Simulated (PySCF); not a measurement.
Problem. What does the PBE0-D3(BJ)/def2-SVP structure of `[OH2]->[Rh+3](<-[OH2])(<-[OH2])(<-[OH2])(<-[OH2])<-[OH2]` ([Rh(H2O)6]3+) look like in three dimensions? (Charge +3 and singlet state.)

Solution. 
```
atom  x, y, z in Å
Rh1   -0.0053    0.0009    0.0053
O2    -0.1105    0.3222    2.0090
H3    -0.0948    1.2209    2.3929
H4     0.0999   -0.3301    2.7044
O5    -0.0115   -0.3355   -1.9974
H6     0.1243   -1.2234   -2.3817
H7     0.0074    0.3364   -2.7053
O8     2.0324    0.0280    0.0354
H9     2.5636    0.3838    0.7739
H10    2.5800    0.0371   -0.7736
O11   -2.0349   -0.0159   -0.0263
H12   -2.5711   -0.0606    0.7899
H13   -2.5592   -0.3626   -0.7749
O14   -0.1616    2.0187   -0.1925
H15   -1.0233    2.4352   -0.3935
H16    0.5542    2.6192   -0.4773
O17    0.1442   -2.0191    0.2048
H18   -0.5888   -2.6106    0.4639
H19    0.9922   -2.4514    0.4274
```

Orientation and origin are arbitrary. Atoms count from 1 in this order. O2 (oxygen bonded to Rh and 2 H) is almost planar (angles 125.8°, 122.1° and 109.3°, sum 357.3°, 0.11 Å off the plane of its three neighbours). Rh1 (rhodium bonded to 6 O) is octahedral (the three widest angles are 179.8°, 179.7° and 176.8°, the others run from 86.0° to 93.9°).

Bonds between heavy atoms (Å): Rh1–O2 2.032, Rh1–O5 2.031, Rh1–O8 2.038, Rh1–O11 2.030, Rh1–O14 2.034, Rh1–O17 2.035.

Computed, not measured: PySCF 2.14.0, PBE0-D3(BJ)/def2-SVP geometry optimisation, gas phase, def2 core potentials past Kr.

Stationary, but not proved a minimum. No counter-ion or solvent screens the charge of this multiply charged ion.
